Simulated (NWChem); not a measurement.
Program: NWChem. System: C₃H₄N₂, charge -1, spin multiplicity 2, at the geometry of a parent with another charge or spin, in a state set for the comparison that need not be this species' ground state. Its SCF solution wasn't tested for a lower state.

Job file:

```
start mol
memory heap 200 mb stack 900 mb global 1100 mb
charge -1
geometry units angstroms nocenter noautoz
  C      0.891426     0.761743     0.000000
  C      0.983908    -0.612853     0.000000
  N     -0.320022    -1.058359     0.000000
  C     -1.124932     0.046597     0.000000
  N     -0.423665     1.156522     0.000000
  H      1.707040     1.484179     0.000000
  H      1.832151    -1.292749     0.000000
  H     -0.622742    -2.024984     0.000000
  H     -2.213050    -0.026511     0.000000
  symmetry group Cs
end
basis spherical
  * library def2-svpd
end
dft
  xc xpbe96 cpbe96
  odft
  mult 2
  semidirect memsize 60000000 filesize 0
  iterations 100
end
task dft energy
```

The output up to the point where the run's verdict is printed (cleaned and shortened):

```
             Northwest Computational Chemistry Package (NWChem) 7.3.0
             --------------------------------------------------------

                                NWChem Input Module
                                -------------------

 Scaling coordinates for geometry "geometry" by  1.889725989
 (inverse scale =  0.529177249)

 Turning off AUTOSYM since
 SYMMETRY directive was detected!

                             Geometry "geometry" -> ""
                             -------------------------

 Output coordinates in angstroms (scale by  1.889725989 to convert to a.u.)

  No.       Tag          Charge          X              Y              Z
 ---- ---------------- ---------- -------------- -------------- --------------
    1 C                    6.0000     0.89142600     0.76174300     0.00000000
    2 C                    6.0000     0.98390800    -0.61285300     0.00000000
    3 N                    7.0000    -0.32002200    -1.05835900     0.00000000
    4 C                    6.0000    -1.12493200     0.04659700     0.00000000
    5 N                    7.0000    -0.42366500     1.15652200     0.00000000
    6 H                    1.0000     1.70704000     1.48417900     0.00000000
    7 H                    1.0000     1.83215100    -1.29274900     0.00000000
    8 H                    1.0000    -0.62274200    -2.02498400     0.00000000
    9 H                    1.0000    -2.21305000    -0.02651100     0.00000000

 Effective nuclear repulsion energy (a.u.)     162.9753922999

            Nuclear Dipole moment (a.u.)
            ----------------------------
        X                 Y               Z
 ---------------- ---------------- ----------------
     0.0000037795    -0.0000037795     0.0000000000

      Symmetry information
      --------------------

 Group name             Cs
 Group number              2
 Group order               2
 No. of unique centers     9

      Symmetry unique atoms

     1    2    3    4    5    6    7    8    9


 Summary of "ao basis" -> "" (spherical)
 ------------------------------------------------------------------------------
[...]
 Requested integration accuracy:   0.10E-05
 d= 0,ls=0.5,diis    85   -225.7423800570 -7.29D-09  6.72D-05  2.31D-08    76.8
                                                     2.10D-07  1.44D-08
 Grid integrated density:      37.000059735620
 Requested integration accuracy:   0.10E-05
 d= 0,ls=0.5,diis    86   -225.7423800641 -7.14D-09  6.21D-05  2.21D-08    77.5
                                                     1.79D-07  1.42D-08
 Grid integrated density:      37.000059736168
 Requested integration accuracy:   0.10E-05
 d= 0,ls=0.5,diis    87   -225.7423800706 -6.49D-09  6.12D-05  2.08D-08    78.2
                                                     2.61D-07  1.36D-08
 Grid integrated density:      37.000059736525
 Requested integration accuracy:   0.10E-05
 d= 0,ls=0.5,diis    88   -225.7423800760 -5.42D-09  6.00D-05  2.00D-08    78.9
                                                     4.55D-07  1.34D-08
 Grid integrated density:      37.000059737134
 Requested integration accuracy:   0.10E-05
 d= 0,ls=0.5,diis    89   -225.7423800829 -6.88D-09  5.11D-05  1.69D-08    79.8
                                                     2.40D-07  1.11D-08
 Grid integrated density:      37.000059737369
 Requested integration accuracy:   0.10E-05
 d= 0,ls=0.5,diis    90   -225.7423800892 -6.30D-09  5.57D-05  1.39D-08    80.6
                                                     2.49D-07  8.82D-09
 Grid integrated density:      37.000059737516
 Requested integration accuracy:   0.10E-05
 d= 0,ls=0.5,diis    91   -225.7423800940 -4.74D-09  4.89D-05  1.27D-08    81.4
                                                     1.11D-07  8.15D-09
 Grid integrated density:      37.000059737762
 Requested integration accuracy:   0.10E-05
 d= 0,ls=0.5,diis    92   -225.7423800983 -4.37D-09  4.69D-05  1.15D-08    82.2
                                                     1.90D-07  7.46D-09
 Grid integrated density:      37.000059737982
 Requested integration accuracy:   0.10E-05
 d= 0,ls=0.5,diis    93   -225.7423801018 -3.50D-09  4.85D-05  1.07D-08    83.1
                                                     3.68D-07  6.94D-09
 Grid integrated density:      37.000059738069
 Requested integration accuracy:   0.10E-05
 d= 0,ls=0.5,diis    94   -225.7423801037 -1.88D-09  3.99D-05  1.12D-08    84.0
                                                     1.00D-07  7.54D-09
 Grid integrated density:      37.000059738297
 Requested integration accuracy:   0.10E-05
 d= 0,ls=0.5,diis    95   -225.7423801065 -2.77D-09  3.04D-05  1.05D-08    84.8
                                                     2.61D-07  7.06D-09
 Grid integrated density:      37.000059738721
 Requested integration accuracy:   0.10E-05
 d= 0,ls=0.5,diis    96   -225.7423801104 -3.97D-09  2.65D-05  8.05D-09    85.5
                                                     2.40D-07  5.21D-09
 Grid integrated density:      37.000059739237
 Requested integration accuracy:   0.10E-05
 d= 0,ls=0.5,diis    97   -225.7423801142 -3.74D-09  2.69D-05  5.95D-09    86.3
                                                     1.20D-07  3.63D-09
 Grid integrated density:      37.000059739715
 Requested integration accuracy:   0.10E-05
 d= 0,ls=0.5,diis    98   -225.7423801167 -2.52D-09  2.46D-05  4.89D-09    87.0
                                                     1.11D-07  2.96D-09
 Grid integrated density:      37.000059740222
 Requested integration accuracy:   0.10E-05
 d= 0,ls=0.5,diis    99   -225.7423801188 -2.13D-09  2.42D-05  4.11D-09    87.7
                                                     9.30D-08  2.42D-09
 Grid integrated density:      37.000059740641
 Requested integration accuracy:   0.10E-05
 d= 0,ls=0.5,diis   100   -225.7423801205 -1.64D-09  2.25D-05  3.64D-09    88.5
                                                     7.19D-08  2.14D-09
 Grid integrated density:      37.000059741074
 Requested integration accuracy:   0.10E-05
```

The run did not converge; its last values are not results. The next line reads: Calculation failed to converge. NWChem stopped with the message: dft energy failed.
